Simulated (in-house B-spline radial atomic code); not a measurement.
# Pt V (Pt4+): [Xe] 4f13 5d7 (an excited or competing configuration)

All numbers are computed (Dirac-Hartree-Fock, average of configuration; Fermi nucleus of rms radius 5.427 fm) with a radial B-spline atomic code at the basis-set limit, not measured.

Screening seen three ways: the hydrogenic charge with the same mean radius, Z_r = [3n² - l(l+1)]/(2<r>), the one with the same energy, Z_e = n√(-2ε), and Slater's rules. Values are occupation-weighted means over j. An effective charge above Z reflects the relativistic contraction of the inner shells.

```json
{"shell": "1s", "electrons": "2", "ε (eV)": "-78974", "<r> (bohr)": "0.01715", "Z_r": "87.46", "Z_e": "76.19", "Slater": "77.70"}
{"shell": "2s", "electrons": "2", "ε (eV)": "-14072", "<r> (bohr)": "0.07166", "Z_r": "83.73", "Z_e": "64.32", "Slater": "73.85"}
{"shell": "2p", "electrons": "6", "ε (eV)": "-12307", "<r> (bohr)": "0.06474", "Z_r": "77.23", "Z_e": "60.15", "Slater": "73.85"}
{"shell": "3s", "electrons": "2", "ε (eV)": "-3424.3", "<r> (bohr)": "0.1862", "Z_r": "72.50", "Z_e": "47.59", "Slater": "66.75"}
{"shell": "3p", "electrons": "6", "ε (eV)": "-2894.4", "<r> (bohr)": "0.1869", "Z_r": "66.87", "Z_e": "43.76", "Slater": "66.75"}
{"shell": "3d", "electrons": "10", "ε (eV)": "-2268.5", "<r> (bohr)": "0.1705", "Z_r": "61.57", "Z_e": "38.74", "Slater": "56.85"}
{"shell": "4s", "electrons": "2", "ε (eV)": "-822.65", "<r> (bohr)": "0.414", "Z_r": "57.97", "Z_e": "31.10", "Slater": "50.25"}
{"shell": "4p", "electrons": "6", "ε (eV)": "-643.43", "<r> (bohr)": "0.4383", "Z_r": "52.47", "Z_e": "27.51", "Slater": "50.25"}
{"shell": "4d", "electrons": "10", "ε (eV)": "-409.94", "<r> (bohr)": "0.4651", "Z_r": "45.15", "Z_e": "21.96", "Slater": "38.85"}
{"shell": "5s", "electrons": "2", "ε (eV)": "-176.56", "<r> (bohr)": "0.9474", "Z_r": "39.58", "Z_e": "18.01", "Slater": "21.20"}
{"shell": "4f", "electrons": "13", "ε (eV)": "-155.56", "<r> (bohr)": "0.502", "Z_r": "35.86", "Z_e": "13.53", "Slater": "27.80"}
{"shell": "5p", "electrons": "6", "ε (eV)": "-124.77", "<r> (bohr)": "1.07", "Z_r": "34.10", "Z_e": "15.14", "Slater": "21.20"}
{"shell": "5d", "electrons": "7", "ε (eV)": "-61.857", "<r> (bohr)": "1.387", "Z_r": "24.88", "Z_e": "10.66", "Slater": "8.90"}
```

The least bound orbital is 5d5/2 at -61.09 eV, and it is also the most diffuse (<r> = 1.402 bohr). The part-filled 4f shell lies below the filled 5p shell in orbital energy.

Spin-orbit splittings of the orbital energies (j = l + 1/2 above j = l - 1/2 when positive): 2p 1732 eV, 3p 386 eV, 3d 82.36 eV, 4p 93.7 eV, 4d 17.73 eV, 4f 3.708 eV, 5p 16.72 eV, 5d 1.921 eV.

For the 1s electron the small component carries 8.75 % of the norm, the zero-frequency Breit interaction raises the level by 290.1 eV, self-energy by 184.7 eV, and vacuum polarisation lowers it by 37.08 eV.
